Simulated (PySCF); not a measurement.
A thermochemical cycle for CsNa

PBE0 in PySCF with def2-SVPD on every atom (core potentials on Cs), for the lowest determinant that a PBE0 search found; no spin–orbit coupling. CsNa, a singlet (closed shell), has De = 0.57 eV to neutral atoms, and CsNa⁺, a doublet (σ ↑), has De = 0.39 eV to Cs⁺ + Na.

The adiabatic ionisation energy of CsNa, between the minima, is 4.08 eV.

Q: Which ionisation energy of the Cs atom does this level give?

A: IE(Cs) = IE(molecule) + De(ion) − De(neutral) = 4.08 + 0.39 − 0.57 = 3.90 eV; the measured value is 3.894 eV (NIST ASD).

Closed-shell solutions of metal pairs were not tested for spin polarisation, which can lower them a little. Weak bonds: CsNa⁺. Basis-set superposition, not corrected here, can be much of De in a small basis, most of all at correlated wavefunction levels. Spin–orbit coupling is left out. For an ion De counts to the pair picked by the measured ionisation energies or electron affinities, which need not be the lowest pair at this level. States were picked by a PBE0 search and need not be the measured ground states.
